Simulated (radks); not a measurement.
Results of a calculation; reference values are marked as such.
Isoelectronic series with 19 electrons, all held in the configuration [Ar] 4s1, which need not be the ground one along the series. Code: a radial shooting solver on a logarithmic mesh with Libxc functionals. Model: Dirac Kohn-Sham, PBE, spin-unpolarised, spherical densities, point nucleus. Total energies (hartree) and orbital eigenvalues (hartree):

| ion | E (hartree) | 4s1/2 | 3p3/2 | 3p1/2 |
|---|---|---|---|---|
| K | -602.08996 | -0.08522 | -0.68805 | -0.69785 |
| Cr5+ | -1043.24675 | -2.09736 | -4.91891 | -4.96435 |
| Cu10+ | -1612.79014 | -5.84509 | -12.09899 | -12.23083 |
| Se15+ | -2312.58982 | -11.23956 | -22.11940 | -22.42207 |
| In30+ | -5223.24652 | -37.42407 | -69.18521 | -71.00217 |
| Xe35+ | -6477.35806 | -49.60170 | -90.59257 | -93.47782 |

Estimate the row of Ru25+.

Answer. E (hartree) -4114.16123; 4s1/2 -26.99979; 3p3/2 -50.65092; 3p1/2 -51.73453.
